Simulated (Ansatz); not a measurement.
**Nudged elastic band run: KIr12**

Input:

```yaml
crystal:
  lattice:
    - [5.43058, 0.0, 0.0]
    - [2.71529, 4.70302, 0.0]
    - [0.0, 0.0, 15.43405]
  atoms:
    - { symbol: Ir, position: [0.1666667, 0.1666667, 0.0647918] }
    - { symbol: Ir, position: [0.6666667, 0.1666667, 0.0647918] }
    - { symbol: Ir, position: [0.1666667, 0.6666667, 0.0647918] }
    - { symbol: Ir, position: [0.6666667, 0.6666667, 0.0647918] }
    - { symbol: Ir, position: [-0.16675123, 0.33327054, 0.20575397] }
    - { symbol: Ir, position: [0.33363412, 0.33232528, 0.20435634] }
    - { symbol: Ir, position: [-0.1676973, 0.83366408, 0.20437187] }
    - { symbol: Ir, position: [0.33367994, 0.83372399, 0.20430048] }
    - { symbol: Ir, position: [0.00164925, -0.00390883, 0.34436622] }
    - { symbol: Ir, position: [0.49978218, -0.00017761, 0.3455556] }
    - { symbol: Ir, position: [0.00160228, 0.50161276, 0.34445573] }
    - { symbol: Ir, position: [0.49600914, 0.50170908, 0.34432203] }
    - { symbol: K, position: [0.83220289, 0.33345176, 0.52652301] }
basis:
  ecutwfc: 420.0
kpoints:
  mp_grid: { grid: [4, 4, 1] }
hamiltonian:
  xc: pbesol
scf:
  occupations: { method: gaussian, width: 0.1 }
  lower_state_search: "off"
neb:
  images: 7
  f_tol: 0.05
  initial_path: linear
  max_iterations: 80
  optimiser: lbfgs
  spring: { min: 2.0, max: 10.0 }
  constraints: [{ sites: [0, 1, 2, 3] }]
  final_atoms:
    - { symbol: Ir, position: [0.1666667, 0.1666667, 0.0647918] }
    - { symbol: Ir, position: [0.6666667, 0.1666667, 0.0647918] }
    - { symbol: Ir, position: [0.1666667, 0.6666667, 0.0647918] }
    - { symbol: Ir, position: [0.6666667, 0.6666667, 0.0647918] }
    - { symbol: Ir, position: [-0.16769731, 0.33366411, 0.20437187] }
    - { symbol: Ir, position: [0.33367993, 0.33372402, 0.20430048] }
    - { symbol: Ir, position: [-0.16675124, 0.83327057, 0.20575397] }
    - { symbol: Ir, position: [0.33363411, 0.83232531, 0.20435634] }
    - { symbol: Ir, position: [0.00160227, 0.00161279, 0.34445573] }
    - { symbol: Ir, position: [0.49600913, 0.00170911, 0.34432203] }
    - { symbol: Ir, position: [0.00164924, 0.4960912, 0.34436622] }
    - { symbol: Ir, position: [0.49978217, 0.49982242, 0.3455556] }
    - { symbol: K, position: [0.83220288, 0.83345179, 0.52652301] }
  order_check: true
```

Run as:

```bash
$ ansatz run input.yaml --threads 4 --pin off --max-ram 10240MiB --backend cpu --events-out ev --progress --plain --runs-dir out
```

Output, in part (warnings, iteration lines):

```
NEB end point (image 0): max|allowed force component| = 1.501e-2 eV/Å (the criterion of neb.relax_end_points is 1.000e-2)
NEB end point (image 8): max|allowed force component| = 1.500e-2 eV/Å (the criterion of neb.relax_end_points is 1.000e-2)
NEB iter   1: max|band force component| = 8.574e-1 eV/Å  barrier→ = 0.0563 eV  barrier← = 0.0563 eV  Δτ_max = 0.0140 Å  (100 SCF iters)
NEB iter   2: max|band force component| = 8.106e-1 eV/Å  barrier→ = 0.0510 eV  barrier← = 0.0510 eV  Δτ_max = 0.2000 Å  (45 SCF iters)
NEB iter   3: max|band force component| = 7.645e-1 eV/Å  barrier→ = 0.0392 eV  barrier← = 0.0392 eV  Δτ_max = 0.0963 Å  (57 SCF iters)
NEB iter   4: max|band force component| = 1.183e0 eV/Å  barrier→ = 0.0381 eV  barrier← = 0.0381 eV  Δτ_max = 0.0196 Å  (54 SCF iters)
NEB iter   5: max|band force component| = 7.045e-1 eV/Å  barrier→ = 0.0364 eV  barrier← = 0.0364 eV  Δτ_max = 0.0305 Å  (42 SCF iters)
NEB iter   6: max|band force component| = 1.397e-1 eV/Å  barrier→ = 0.0350 eV  barrier← = 0.0350 eV  CI = image 4  Δτ_max = 0.0021 Å  (44 SCF iters)
NEB iter   7: max|band force component| = 1.143e-1 eV/Å  barrier→ = 0.0349 eV  barrier← = 0.0349 eV  CI = image 4  Δτ_max = 0.0202 Å  (28 SCF iters)
NEB iter   8: max|band force component| = 6.547e-2 eV/Å  barrier→ = 0.0339 eV  barrier← = 0.0339 eV  CI = image 4  Δτ_max = 0.0146 Å  (44 SCF iters)
[... lines left out ...]
NEB iter  53: max|band force component| = 7.864e-2 eV/Å  barrier→ = 0.0226 eV  barrier← = 0.0226 eV  CI = image 4  Δτ_max = 0.0012 Å  (33 SCF iters)
NEB iter  54: max|band force component| = 5.364e-2 eV/Å  barrier→ = 0.0225 eV  barrier← = 0.0225 eV  CI = image 4  Δτ_max = 0.0041 Å  (19 SCF iters)
NEB iter  55: max|band force component| = 5.570e-2 eV/Å  barrier→ = 0.0223 eV  barrier← = 0.0223 eV  CI = image 4  Δτ_max = 0.0008 Å  (29 SCF iters)
```

The forces met the threshold. By the program's own check the climbing image is of a kind that is not told: the force calls were inconclusive, a negative curvature could not be distinguished from the path's own, the only one lies far off the path, or fixed occupations may fill a level only in part (lowest curvatures found: -0.05 and 0.08 eV/Å²). Limits of this set-up: coarse k mesh, thin slab, slab without dipole correction.

Final band (atoms are numbered from 1 in the order of the input):

| image | path coordinate (Å) | energy (eV) | Ir12–K13 (Å) | Ir10–K13 (Å) |
| --- | --- | --- | --- | --- |
| 0 | 0.00 | 0.000 | 3.23 | 4.20 |
| 1 | 0.51 | 0.009 | 3.23 | 3.87 |
| 2 | 0.83 | 0.018 | 3.26 | 3.67 |
| 3 | 1.11 | 0.021 | 3.32 | 3.52 |
| 4 | 1.39 | 0.022 | 3.40 | 3.40 |
| 5 | 1.66 | 0.021 | 3.52 | 3.32 |
| 6 | 1.94 | 0.018 | 3.67 | 3.26 |
| 7 | 2.26 | 0.010 | 3.87 | 3.23 |
| 8 | 2.77 | 0.000 | 4.20 | 3.23 |

The run took 28 min on 4 threads of Intel(R) Xeon(R) 6975P-C (Granite Rapids), with other jobs on the host, peak memory 4.3 GiB.
